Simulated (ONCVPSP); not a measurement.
# Configuration tests for gadolinium (Gd) (ONCV)

ONCVPSP 4.0.1 input, shortened (lines: element, Z, core and valence counts, functional; n l f; lmax; l rc ep ncon nbas qcut; lloc lpopt rc5 dvloc0; l nproj debl; icmod fcfact rcfact), PBE, non-relativistic:

```
  Gd 64.00   10    4        4      upf
    1    0    2.00
    2    0    2.00
    2    1    6.00
    3    0    2.00
    3    1    6.00
    3    2   10.00
    4    0    2.00
    4    1    6.00
    4    2   10.00
    5    0    2.00
    4    3    7.00
    5    1    6.00
    5    2    1.00
    6    0    1.75
    3
    0    3.90    0.00    4    8    1.90
    1    1.80    0.00    4    7    5.30
    2    2.15    0.00    3    7    3.80
    3    1.25    0.00    5    9   14.80
    3    5    1.25    0.00
    0    3    2.00
    1    3    2.40
    2    2    1.50
    3    0    3.10
    3    5.75    1.10
```

Energies are relative to the spin-unpolarised reference configuration 4f7 5p6 5d1 6s1.75; without spin polarisation the order of configurations can differ from experiment.

Q: Give the all-electron excitation energy and the error of the potential for: 4f7 5p6 5d1 6s2; 4f7 5p6 5d1 6s1; 4f7 5p6 5d1 6s0; 4f7 5p6 5d1 6s1.5.

A:

```tsv
valence configuration	charge	ΔE all-electron (eV)	error AE − PS (meV)
4f7 5p6 5d1 6s2	0	-1.090	-0.1
4f7 5p6 5d1 6s1	+1	5.078	-0.3
4f7 5p6 5d1 6s0	+2	16.390	+10
4f7 5p6 5d1 6s1.5	+0.5	1.385	-0.1
```

Note: ghosts flagged at negative energy: s at -491.3 eV, s at -56.4 eV, p at -33.3 eV; GHOST(+) flagged for d at 149.2 eV, s at 151.8 eV. A true bound ghost makes a file unfit for plane-wave use.
